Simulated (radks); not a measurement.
Ionisation ladder of cadmium, from Cd44+ to Cd47+. Each ion is in the ground configuration listed by NIST, and IE = E(next ion) - E(this ion), with E = 0 for the bare nucleus. All-electron calculation, scalar-relativistic Kohn-Sham, BLYP, spin-polarised, spherical densities, finite nucleus; open shells are filled with parallel spins first (spin-orbit coupling, left out, can overturn this in heavy ions); Fermi nuclear charge, rms radius 4.6087 fm. Program: a radial shooting solver on a logarithmic mesh with Libxc functionals.

| species | configuration | IE, Delta-SCF (eV) | <r> HOMO (bohr) |
|---|---|---|---|
| Cd44+ | [He] 2s2 | ? | 0.124 |
| Cd45+ | [He] 2s1 | ? | 0.123 |
| Cd46+ | [He] | 31518 | 0.0302 |
| Cd47+ | 1s1 | 32370 | 0.0299 |

Estimate the withheld Delta-SCF values.

Answer. Cd44+: 7421.0 eV (NIST 7414); Cd45+: 7620.8 eV (NIST 7608.0).
